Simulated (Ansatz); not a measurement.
Compare A (`CC(C)(C)Br`) with its isomer B (`CCC(C)Br`).

Program: Ansatz. Geometries: PBE0-D4/def2-TZVP. ΔE: electronic, gas phase. CCSD(T)/CBS is the MP2 limit (def2-TZVPP, def2-QZVPP) plus CCSD(T) − MP2 in def2-TZVPP, frozen cores. DFT in def2-TZVPP. B3LYP here is the variant with VWN-RPA as its local correlation; programs differ in this. For Br outer-core shells are correlated without core-valence functions, which leaves a few kJ/mol of doubt a bond. Scalar relativity is left out up to krypton. One conformer a species, not always the lowest.

A:

```xyz
14

C     1.4046   -0.1578    0.3371
C    -0.0958   -0.2586    0.1595
C    -0.8142    0.9286    0.7655
C    -0.4770   -0.4650   -1.2913
Br   -0.6947   -1.8747    1.1563
H     1.6726   -0.0525    1.3891
H     1.9108   -1.0368   -0.0638
H     1.7685    0.7242   -0.2008
H    -0.5671    1.0442    1.8216
H    -1.8961    0.8273    0.6712
H    -0.5064    1.8381    0.2385
H    -0.1608    0.4093   -1.8705
H    -1.5557   -0.5794   -1.4049
H     0.0115   -1.3469   -1.7075
```

B:

Z-matrix (Å, degrees):
```
C
C 1 1.516
H 1 1.093 2 111.1
H 1 1.092 2 110.8 3 119.8
H 1 1.091 2 111.1 3 -120.1
C 2 1.514 1 114.9 3 57.3
H 2 1.098 1 109.5 3 -62.1
H 2 1.095 1 110.6 3 -179.0
Br 6 1.972 2 110.1 1 63.7
C 6 1.509 2 113.4 1 -174.3
H 6 1.091 2 110.3 1 -49.3
H 10 1.095 6 109.3 2 60.6
H 10 1.092 6 110.9 2 -58.6
H 10 1.090 6 111.6 2 -179.6
```

(1) Which is lower in electronic energy at CCSD(T)/CBS, and by how much? (Estimate.)

(2) Give E(B) − E(A) in kcal/mol with CCSD/def2-TZVPP, B3LYP-D4, B3LYP, LDA (SPW92), HF/def2-TZVPP, BLYP-D4, B2PLYP. (An estimate is asked.)

(3) Does the order hold for the free energy at 298.15 K (harmonic terms from PBE0-D4)? (Estimate.)

Largest T1 diagnostic: 0.008.

Answers

(1) The calculation gave: A, by 2.7 kcal/mol.

(2) Ansatz gave: CCSD/def2-TZVPP 2.4, B3LYP-D4 2.0, B3LYP 1.2, LDA (SPW92) 2.4, HF/def2-TZVPP 1.1, BLYP-D4 2.1, B2PLYP 2.0. None reverses the order clearly.

(3) Ansatz gave: Yes: G(B) − G(A) = +2.1 kcal/mol, for one conformer each.

In def2-TZVPP, CCSD(T) changes the Hartree–Fock value by +1.6 kcal/mol (the triples alone add +0.3 kcal/mol) and MP2 by +2.3 kcal/mol. Leaving LDA and LC-ωPBE aside and taking each functional with its dispersion term where it has one, the values, not all of them listed here, spread over 0.8 kcal/mol, from HSE06-D4 to B97M-V. LDA lies +1.0 kcal/mol from PBE without D4.
